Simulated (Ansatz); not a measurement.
Diatomic CdO, multiplicity 3 (lowest of 2S+1 = 1, 3 at CCSD(T)/def2-TZVPP on PBE0 minima; our sources give no spin for the ground state, which may be another). No spin–orbit coupling.

Constants: fifth-degree fit in 1/R to seven points, most abundant isotopes. In def2 and cc sets the state is the lowest found near the PBE0 minimum, followed along R.

Correlated levels freeze the inner cores; with def2 sets outer-core shells near the valence are correlated too.

The values were computed with Ansatz (a first-principles code).  In def2 rows elements past Kr take small-core potentials, without spin–orbit coupling.

Question: What bond length and harmonic frequency does B3LYP/def2-TZVPP give?

Answer: r_e = 2.127 Å, ω_e = 382 cm⁻¹.

Question: What bond length and harmonic frequency does wB97X-V/def2-TZVPP give?

Answer: r_e = 2.073 Å, ω_e = 458 cm⁻¹.

Question: What bond length and harmonic frequency does CCSD(T)/def2-TZVPP give?

Answer: r_e = 2.075 Å, ω_e = 445 cm⁻¹.
